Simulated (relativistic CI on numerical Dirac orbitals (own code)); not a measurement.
Slater and spin-orbit integrals, Pr⁴⁴⁺

These numbers are calculated, not measured: Dirac-Coulomb-Breit CI, separate exchange-only KLI orbitals for each configuration, model QED, unscaled Slater integrals (own radial code, finite nucleus).

Slater integrals F^k, G^k are unscaled and averaged over j, outside the closed core [Ne]; ζ comes from projecting the Hamiltonian with its Breit term on Σ l·s of the shell.

- 3s²3p³: F^2(3p,3p) = 410770, ζ(3p) = 657090 cm⁻¹; <r>(3p) = 0.2397, <r^2>(3p) = 0.06637 (bohr units).
- 3s3p⁴: F^2(3p,3p) = 410550, G^1(3s,3p) = 517990, ζ(3p) = 656890 cm⁻¹; <r>(3s) = 0.2468, <r^2>(3s) = 0.06946, <r>(3p) = 0.2398, <r^2>(3p) = 0.06645 (bohr units).
- 3s²3p²3d: F^2(3p,3p) = 410410, ζ(3p) = 656370, F^2(3p,3d) = 413400, G^1(3p,3d) = 429500, G^3(3p,3d) = 290450, ζ(3d) = 88783 cm⁻¹; <r>(3p) = 0.2399, <r^2>(3p) = 0.06649, <r>(3d) = 0.2116, <r^2>(3d) = 0.05166 (bohr units).

Averages of the first 10 configurations, taken without configuration mixing, which lowers the lowest level and can move excited configurations by several eV; other configurations of the list can lie among them:

```csv
Configuration,Parity,States,Average energy above the lowest level (eV)
3s²3p³,odd,20,127.6
3s3p⁴,even,30,343.7
3s²3p²3d,even,150,361.9
3p⁵,odd,6,577.6
3s3p³3d,odd,400,570.4
3p⁴3d,even,150,796.7
3s3p²3d²,even,1350,804.1
3s²3p3d4p,even,360,2005.7
3p⁴4s,even,30,2123.4
3s3p²3d4s,even,600,2120.5
```
